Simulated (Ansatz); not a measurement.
CH5BFNS can be A, `CNB(F)S`, or B, `CSB(N)F`.

Computed with Ansatz on PBE0-D4/def2-TZVP structures; ΔE is electronic, products minus reactants. CBS: MP2 limit from def2 TZ/QZ plus the TZ coupled-cluster correction, frozen cores. DFT in def2-TZVPP. B3LYP here is the variant with VWN-RPA as its local correlation; programs differ in this. One conformer a species, not always the lowest.

**Question.** Which is lower in electronic energy at CCSD(T)/CBS, and by how much? (Best estimate.)

**Answer.** Ansatz gave: B, by 5.3 kcal/mol.

**Question.** Give E(B) − E(A) in kcal/mol with CCSD(T)/def2-TZVPP, B2PLYP, CCSD/def2-TZVPP, B3LYP-D4, MP2/def2-TZVPP, ωB97M-V, r2SCAN-D4. (Best estimate.)

**Answer.** The calculation gave: CCSD(T)/def2-TZVPP -4.5, B2PLYP -4.9, CCSD/def2-TZVPP -4.3, B3LYP-D4 -4.9, MP2/def2-TZVPP -5.4, ωB97M-V -5.2, r2SCAN-D4 -5.6. None reverses the order clearly.

Largest T1 diagnostic: 0.012.
